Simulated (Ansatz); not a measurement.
A series of B-N bond dissociation energy values:

A. NB(N)N -> N[B]N + [NH2] (NH2)
B. CCB(N)N [diaminoboranylethane] -> CC[B]N + [NH2] (NH2)
C. NB(N)Br -> N[B]Br + [NH2] (NH2)
D. CNB(C)C → C[B]C + C[NH]
E. CB(C)N -> C[B]C + [NH2] (NH2)

Quantity: bond dissociation energy (electronic energy difference), kcal/mol. Geometries: B3LYP-D3(BJ)/def2-TZVP minima from Ansatz (a first-principles code), one conformer each, not searched for the lowest. Cores are frozen in the correlated levels unless marked. UHF or UKS for open shells. Spin-orbit coupling is left out. The frozen core is the preceding noble-gas configuration, with the filled d and f shells of earlier blocks. No relativistic terms. CBS(X,Y): correlation extrapolated as X^-3; Hartree-Fock from the larger set. The bracket is a focal-point correction in the basis named.

```json
[
 {"": "A", "r2SCAN/def2-TZVPD (Ansatz)": "120.6", "PBE0/def2-QZVPP (Ansatz)": "124.2", "CCSD/cc-pVDZ (Ansatz)": "118.3", "RI-MP2/CBS(cc-pVTZ,cc-pVQZ)+[CCSD(T)-MP2]/cc-pVTZ (Ansatz)": "129.5"},
 {"": "B", "r2SCAN/def2-TZVPD (Ansatz)": "124.8", "PBE0/def2-QZVPP (Ansatz)": "128.1", "CCSD/cc-pVDZ (Ansatz)": "122.9", "RI-MP2/CBS(cc-pVTZ,cc-pVQZ)+[CCSD(T)-MP2]/cc-pVTZ (Ansatz)": "133.3"},
 {"": "C", "r2SCAN/def2-TZVPD (Ansatz)": "125.0", "PBE0/def2-QZVPP (Ansatz)": "128.9", "CCSD/cc-pVDZ (Ansatz)": "123.1", "RI-MP2/CBS(cc-pVTZ,cc-pVQZ)+[CCSD(T)-MP2]/cc-pVTZ (Ansatz)": "133.4"},
 {"": "D", "r2SCAN/def2-TZVPD (Ansatz)": "126.3", "PBE0/def2-QZVPP (Ansatz)": "129.9", "CCSD/cc-pVDZ (Ansatz)": "129.8", "RI-MP2/CBS(cc-pVTZ,cc-pVQZ)+[CCSD(T)-MP2]/cc-pVTZ (Ansatz)": "137.6"},
 {"": "E", "r2SCAN/def2-TZVPD (Ansatz)": "134.1", "PBE0/def2-QZVPP (Ansatz)": "137.8", "CCSD/cc-pVDZ (Ansatz)": "134.9", "RI-MP2/CBS(cc-pVTZ,cc-pVQZ)+[CCSD(T)-MP2]/cc-pVTZ (Ansatz)": "143.2"}
]
```
